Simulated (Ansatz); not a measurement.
```yaml
crystal:
  periodic: [false, false, false]
  atoms:
    - {symbol: C, position_ang: [-1.203707, -1.084707, -1.125844]}
    - {symbol: C, position_ang: [-1.056382, -0.851403, -0.237951]}
    - {symbol: C, position_ang: [-0.675366, -1.709318, 0.194337]}
    - {symbol: C, position_ang: [-1.997961, -0.574802, 0.131855]}
    - {symbol: C, position_ang: [-0.351544, -0.018182, -0.216275]}
    - {symbol: C, position_ang: [0.351827, 0.018000, 0.215659]}
    - {symbol: C, position_ang: [0.905547, 0.729724, 0.277440]}
    - {symbol: C, position_ang: [0.580706, 1.707961, -0.230622]}
    - {symbol: C, position_ang: [1.199665, 1.087288, 1.125702]}
    - {symbol: C, position_ang: [1.999746, 0.573663, -0.149527]}
    - {symbol: H, position_ang: [-1.477196, -0.480092, -1.694966]}
    - {symbol: H, position_ang: [-1.460539, -1.659001, -1.392647]}
    - {symbol: H, position_ang: [-0.467308, -1.108048, -1.407702]}
    - {symbol: H, position_ang: [-0.006989, -1.657733, -0.070010]}
    - {symbol: H, position_ang: [-1.000759, -2.291576, 0.139108]}
    - {symbol: H, position_ang: [-0.571560, -1.347620, 0.972178]}
    - {symbol: H, position_ang: [-1.645316, -0.410608, 0.896747]}
    - {symbol: H, position_ang: [-2.504371, -1.145110, 0.085723]}
    - {symbol: H, position_ang: [-2.289234, 0.035509, -0.194456]}
    - {symbol: H, position_ang: [-0.671419, 0.598645, -0.575108]}
    - {symbol: H, position_ang: [0.671798, -0.513336, 0.492340]}
    - {symbol: H, position_ang: [0.493874, 1.344591, -0.976015]}
    - {symbol: H, position_ang: [1.169663, 1.963052, -0.142418]}
    - {symbol: H, position_ang: [0.007026, 1.657570, 0.063143]}
    - {symbol: H, position_ang: [1.699724, 1.424303, 1.194004]}
    - {symbol: H, position_ang: [1.471469, 0.414531, 1.697489]}
    - {symbol: H, position_ang: [0.462734, 1.296275, 1.638912]}
    - {symbol: H, position_ang: [1.649404, 0.349220, -0.892304]}
    - {symbol: H, position_ang: [2.505846, 1.144189, -0.080993]}
    - {symbol: H, position_ang: [2.289675, -0.041579, 0.201620]}
basis:
  gaussian: {orbitals: 6-31G, final_grid: {core_spheres: 20, valence_spheres: 16, degree: 47}}
hamiltonian: {xc: {name: r2SCANh}}
output: {forces: true}
```

```sh
$ ansatz run in.yaml --threads 4 --pin off --events-out ev --progress --plain --max-ram 46080MiB --backend cpu
```

Shortened log:

```
Functional definition: r2SCANh
1888 factors; integrals over basis functions are off by at most 8.8e-5 eV
mean field evaluation 1: about -10404.9989 eV, gradient 1.7e2 eV
mean field evaluation 2: about -10328.8877 eV, gradient 2.7e2 eV
mean field evaluation 4: about -10467.7660 eV, gradient 1.4e1 eV
mean field evaluation 8: about -10468.7571 eV, gradient 1.1e0 eV
mean field evaluation 16: about -10468.7603 eV, gradient 9.5e-5 eV
mean field -10468.76027296 eV, -384.7198440509 hartree, gradient 1.3e-5 eV, S^2 0.000000; 0 other end points of the search recorded, 0 dependent functions left out
reference -10468.76027970 eV, -384.7198442983 hartree; 40, 40 occupied and 90, 90 virtual orbitals, 1888 factors
Total energy: -10468.76027970 eV, -384.7198442983 hartree
Atom 0 at    -1.203707    -1.084707    -1.125844 Å, force    -7.935835    11.487739   -67.053683 eV/Å
Atom 1 at    -1.056382    -0.851403    -0.237951 Å, force     7.160578    21.752231    40.064566 eV/Å
Atom 2 at    -0.675366    -1.709318     0.194337 Å, force    13.165512    -3.024918    34.447320 eV/Å
Atom 3 at    -1.997961    -0.574802     0.131855 Å, force   -19.215133     8.644201    26.581535 eV/Å
Atom 4 at    -0.351544    -0.018182    -0.216275 Å, force   -94.403044     0.420573   -57.901160 eV/Å
Atom 5 at     0.351827     0.018000     0.215659 Å, force    40.159037   -34.645944    44.885764 eV/Å
Atom 6 at     0.905547     0.729724     0.277440 Å, force    37.922418    39.369326   -35.297005 eV/Å
Atom 7 at     0.580706     1.707961    -0.230622 Å, force    -6.647303     6.966561   -38.111572 eV/Å
Atom 8 at     1.199665     1.087288     1.125702 Å, force   -42.423485   -18.948628    62.706155 eV/Å
Atom 9 at     1.999746     0.573663    -0.149527 Å, force    -1.223216    -5.020149   -16.781196 eV/Å
Atom 10 at    -1.477196    -0.480092    -1.694966 Å, force    -5.762392    10.017208    -9.774401 eV/Å
Atom 11 at    -1.460539    -1.659001    -1.392647 Å, force   -21.614150   -43.895539   -19.130383 eV/Å
Atom 12 at    -0.467308    -1.108048    -1.407702 Å, force    23.836398    -3.110798   -14.322976 eV/Å
Atom 13 at    -0.006989    -1.657733    -0.070010 Å, force    38.160018    -3.300706   -13.179901 eV/Å
Atom 14 at    -1.000759    -2.291576     0.139108 Å, force   -27.020338   -49.485710    -3.391968 eV/Å
Atom 15 at    -0.571560    -1.347620     0.972178 Å, force     2.722743     0.838341    16.372995 eV/Å
Atom 16 at    -1.645316    -0.410608     0.896747 Å, force     0.061410     4.808458    17.565496 eV/Å
Atom 17 at    -2.504371    -1.145110     0.085723 Å, force   -21.552793   -22.380134    -0.253458 eV/Å
Atom 18 at    -2.289234     0.035509    -0.194456 Å, force   -14.078403    27.672260   -13.667222 eV/Å
Atom 19 at    -0.671419     0.598645    -0.575108 Å, force   -11.938925    19.832467   -12.879462 eV/Å
Atom 20 at     0.671798    -0.513336     0.492340 Å, force    22.616456   -41.285141    22.397075 eV/Å
Atom 21 at     0.493874     1.344591    -0.976015 Å, force    -2.549864    -2.973592   -18.902736 eV/Å
Atom 22 at     1.169663     1.963052    -0.142418 Å, force    53.988490    33.111975     6.049514 eV/Å
Atom 23 at     0.007026     1.657570     0.063143 Å, force   -58.396325     3.460414    27.738756 eV/Å
Atom 24 at     1.699724     1.424303     1.194004 Å, force    67.076117    49.950116    10.666601 eV/Å
Atom 25 at     1.471469     0.414531     1.697489 Å, force     3.224364    -7.316208     7.351002 eV/Å
Atom 26 at     0.462734     1.296275     1.638912 Å, force    -7.123996     4.361755     7.242962 eV/Å
Atom 27 at     1.649404     0.349220    -0.892304 Å, force    -1.235045    -4.948973   -17.374248 eV/Å
Atom 28 at     2.505846     1.144189    -0.080993 Å, force    20.016106    22.692679     1.016494 eV/Å
Atom 29 at     2.289675    -0.041579     0.201620 Å, force    13.010599   -25.049863    12.935138 eV/Å
Dipole moment:     0.201211    -0.137526    -0.053159 e Å
```

(1) What is wrong with this run?

Answers

(1) The geometry is squeezed to about two thirds of its size. The calculation finished and met its thresholds. The result belongs to that input, not to the molecule as meant.
